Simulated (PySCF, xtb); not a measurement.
C2H14Si4, SMILES C([SiH3])[SiH2][SiH2]C[SiH3].

xtb 6.7.1 with GFN2-xTB at its own geometry gives an orbital gap of 4.20 eV and a dipole moment of 0.49 D.

The structure is a stationary point at PBE0-D3(BJ)/def2-SVP. The structure was generated by enumeration, and PubChem lists no compound with its InChIKey, so it may never have been made. Other conformers were not sampled.

What does PySCF with PBE/def2-TZVP give? (Estimate from the structure and the level; the computed values follow.)

gap 5.48 eV (levels -6.61 and -1.13 eV), dipole 1.33 D.
